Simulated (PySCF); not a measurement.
Compound: C4H4FNO2.
Atom-mapped SMILES: `[N:1]#[C:2][C@@:3]1([CH2:4][OH:5])[O:6][C@H:7]1[F:8]` (hydrogens: H9, H10 on C4; H11 on O5; H12 on C7)

Geometry (GFN2-xTB, Å), atoms numbered from 1 in this order:
```xyz
12
C4H4FNO2 angstrom
N      1.1457    2.2538   -1.4018
C      0.7801    1.2534   -0.9900
C      0.2768    0.0175   -0.4617
C     -1.1557    0.0623    0.0577
O     -1.0979    0.3449    1.4337
O      0.6922   -1.1765   -1.1002
C      1.2189   -0.9494    0.1373
F      2.5294   -0.6545    0.1897
H     -1.7157    0.8313   -0.4903
H     -1.6161   -0.9187   -0.1309
H     -1.9846    0.5229    1.7651
H      0.9279   -1.5878    0.9653
```

Computed at PBE0/pcSseg-1 (PySCF, non-relativistic), with Q(14N) = 0.02044 b, Q(17O) = −0.0256 b: N1, 14N (I = 1): χzz = -4.857 MHz, η = 0.104; O5, 17O (I = 5/2): χzz = 12.32 MHz, η = 0.890; O6, 17O (I = 5/2): χzz = 12.34 MHz, η = 0.239.

(1) Where would the pure quadrupole (NQR) lines of 14N at N1 fall for the rigid, isolated species?

(2) Find the zero-field quadrupole resonance frequencies of 17O at O5.

(3) Where would the pure quadrupole (NQR) lines of 17O at O6 fall for the rigid, isolated species?

## Answers

(1) From ν± = (3/4)|χ|(1 ± η/3) and ν0 = |χ|η/2: ν+ 3.769 MHz, ν− 3.517 MHz, ν0 0.252 MHz (nitrile nitrogen).

(2) From the eigenvalues of H = χ/[4I(2I − 1)] × [3Iz² − I(I + 1) + η(Ix² − Iy²)], steps between neighbouring levels, labelled as for η = 0: ±1/2↔±3/2 3.028 MHz, ±3/2↔±5/2 3.319 MHz (alcohol oxygen).

(3) From the eigenvalues of H = χ/[4I(2I − 1)] × [3Iz² − I(I + 1) + η(Ix² − Iy²)], steps between neighbouring levels, labelled as for η = 0: ±1/2↔±3/2 1.963 MHz, ±3/2↔±5/2 3.660 MHz (epoxide oxygen).

In a crystal, neighbours and librations shift these lines. GFN2-xTB bond lengths can be off by several hundredths of an ångström, more for odd bonds, and the gradients follow them. The basis is small and wasn't made for field gradients, so the couplings can be 20 % off.

These values come from a run that also computed NMR shieldings. Time: 13 s wall; peak memory 0.73 GiB. Hardware: an Arm Neoverse V2 with one thread, on a shared host.

One conformer stands for the species.
